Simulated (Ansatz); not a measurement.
Harmonic frequencies (cm⁻¹) at PBE0-D4/def2-TZVP from Ansatz: 55, 85, 124, 139, 184, 192, 214, 286, 510, 520, 535, 708, 995, 1112, 1125, 1150, 1276, 1433, 1467, 1471, 1502, 1764, 3040, 3073, 3126, 3135, 3203.

Each molecule was computed in one conformer, which needn't be the lowest.

Problem. Which molecule is it?
A. `[CH2][SiH2]Cl`•
B. `[CH2][N](C)[In]([F])[F]`•
C. `[GeH2][SeH]`•
D. `[CH2]B(C)S`•

Solution. B.
